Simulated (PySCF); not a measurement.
# Molecular orbitals of InF⁺

M06 at R = 1.965 Å; In def2-SVP with ECP28, F def2-SVP; scalar-relativistic core potentials (PySCF 2.14). State: ²Σ⁺ (doublet), unpaired electrons σ ↑. Only the outer orbitals are listed, counted within each symmetry, core potentials removing the inner ones.

```
spin  orbital  occ.  ε (eV)  on In (%)           main shells (%)
   α       6σ     1  -19.79         27           71 F p, 24 In s
   α       3π     1  -17.71          4                    96 F p
   α       3π     1  -17.71          4                    96 F p
   α       7σ     1  -15.63         83  72 In s, 18 F p, 10 In p
   α       4π     0   -8.30         98                   97 In p
   α       4π     0   -8.30         98                   97 In p
   α       8σ     0   -6.26         99                   90 In p
   β       6σ     1  -18.01         46           52 F p, 44 In s
   β       3π     1  -17.21          5                    95 F p
   β       3π     1  -17.21          5                    95 F p
   β       7σ     0  -12.76         67  53 In s, 33 F p, 14 In p
   β       4π     0   -7.85         97                   97 In p
   β       4π     0   -7.85         97                   97 In p
```

Question: Which are the highest filled and the lowest empty level, where do they sit, and how wide is the gap?

Answer: Highest filled α 7σ at -15.63 eV (in %: 72 In s, 18 F p, 10 In p); lowest empty β 7σ at -12.76 eV (in %: 53 In s, 33 F p, 14 In p); the gap at M06 is 2.87 eV.

| Item | Value |
| --- | --- |
| bond order (Mayer) | 1.02 |
| ⟨S²⟩ | 0.755 |
| charge on In (Mulliken, basis-dependent) | 1.24 |
| charge on In (Löwdin, basis-dependent) | 1.13 |
| dipole moment (positive dipole points towards F; it is taken about the centre of mass and depends on that origin) | -3.70 D |

Spin–orbit coupling is left out. The state was picked by a PBE0 search and need not be the measured ground state.
